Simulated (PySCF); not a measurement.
Compound: C₆H₆NO₂ (doublet state).
Z-matrix (Å and degrees, GFN2-xTB geometry), rows numbered from 1:
```
C 
N   1  1.4158
C   2  1.2950  1  122.12
C   3  1.4008  2  119.65  1  -179.86
C   4  1.4439  3  122.46  2  -179.98
O   5  1.2246  4  123.44  3   179.98
C   5  1.4656  4  112.96  3     0.01
C   7  1.3375  5  120.75  4     0.03
O   8  1.3421  7  125.14  5    -0.00
H   1  1.0955  2  108.01  3  -102.88
H   1  1.0938  2  114.78  3    18.46
H   1  1.0917  2  107.58  3   142.32
H   4  1.0773  3  117.83  2     0.16
H   7  1.0765  5  118.31  4  -179.92
H   8  1.0821  7  123.76  5   179.90
```

The hyperfine couplings belong to this conformer and change with its torsions.

Identity: `C[N]c1cc(=O)cco1` [radical].

Level of theory: PySCF, UKS B3LYP, pcH-1 on C H N O, non-relativistic, mean-field spin-orbit, GIAO. Isolated species at its GFN2-xTB geometry (one conformer only). Couplings are sensitive to structure, and on GFN2-xTB geometries they can be far from those on DFT ones. The SCF solution wasn't tested for stability. ⟨S²⟩ is 0.777 where a pure state has 0.75.

The largest Mulliken spin populations are on C4 (+0.60), N2 (+0.49), C3 (-0.19) and O6 (+0.17). Three atoms exceed +0.15. The positive populations add up to 1.34 and the negative ones to -0.34, together 2S = 1. The angles at C4 add up to 360.0°, so it is planar.

Q: McConnell's relation a(H) = Q·ρ ties the coupling of a proton on a planar π carbon to the spin population of that carbon. What Q do the computed values give?

A: 
```
  H   C    ρ(C)  a(H) (G)  a/ρ (G)
H13  C4  +0.596    -13.35    -22.4
```

One proton gives one ratio, Q = -22.4 G, and no test of linearity.

Couplings in gauss use g_iso = 2.0047.

Hardware: one thread, Arm Neoverse V1 (aarch64) (shared host). Cost: 1.8 min of wall time (grids of density and orbitals included), 1.1 GiB resident at most.

The SMILES draws the unpaired electron on N2; the largest computed Mulliken spin population is on C4 (0.60 against 0.49).
